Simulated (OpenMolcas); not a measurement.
Consider [Cu2(μ-Br)2(NH3)4]2+, a planar model complex in vacuum (2 bridging Br, bridge angle 88°, metal-metal distance 3.43 Å, Cu–Br 2.47 Å; typed geometry, not optimised).

```xyz
20

Cu    -1.7172     0.0000     0.0000
Cu     1.7172     0.0000     0.0000
Br     0.0000     1.7782     0.0000
Br     0.0000    -1.7782     0.0000
N     -3.1526     1.4354     0.0000
H     -3.4344     1.7172     0.9389
H     -2.8595     2.2922    -0.4695
H     -4.0094     1.1423    -0.4694
N     -3.1526    -1.4354     0.0000
H     -3.4344    -1.7172     0.9389
H     -4.0094    -1.1423    -0.4695
H     -2.8595    -2.2922    -0.4694
N      3.1526     1.4354     0.0000
H      3.4344     1.7172     0.9389
H      4.0094     1.1423    -0.4695
H      2.8595     2.2922    -0.4694
N      3.1526    -1.4354     0.0000
H      3.4344    -1.7172     0.9389
H      2.8595    -2.2922    -0.4695
H      4.0094    -1.1423    -0.4694
```

Problem. Give the energies of the total-spin states at CASSCF(2,2) on the singly occupied d orbitals (ANO-RCC-VDZP on Cu, N and ANO-RCC-VDZ on Br, H, scalar-relativistic DKH2, RICD, no spin-orbit coupling, OpenMolcas), and the exchange constant.

Solution. Local spins 1/2 and 1/2.

```json
[
 {"total S": "1", "E (cm⁻¹)": "0.0", "natural occupations, lowest and highest": "1.000, 1.000"},
 {"total S": "0", "E (cm⁻¹)": "20.6", "natural occupations, lowest and highest": "0.993, 1.007"}
]
```

J = 10.3 cm⁻¹ (ferromagnetic).

J is defined by H = −2J S1·S2, so negative values are antiferromagnetic. Wave-function values come from the highest and lowest total spin; broken-symmetry values use Yamaguchi's formula with the computed ⟨S²⟩. The active space holds the singly occupied metal orbitals alone, without bridging-ligand orbitals. No row is a measured value.
